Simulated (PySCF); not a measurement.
The scaffold SiH2(OH)-X carries different groups X. Gas-phase values, no solvent. One relaxed conformer stands for each flexible species; it need not be the lowest. Strings in code marks are SMILES.

Level of theory: PBE-D3(BJ)/def2-TZVP // PBE0-D4/def2-TZVP in PySCF. Delta-SCF ions had no search for a lower state. 

A: X = iodo
B: X = H (`O[SiH3]`)
C: X = cyclopropyl (`O[SiH2]C1CC1` (H–O–Si–C torsion 56°, O–Si–C–C torsion -156°))
D: X = methylamino
E: X = hydroxymethyl
F: X = propynyl (`C(#C[SiH2]O)C`)

Task: Which member has the highest vertical ionisation energy (Delta-SCF)?

Result: B (10.90 eV); next is C (9.69 eV).
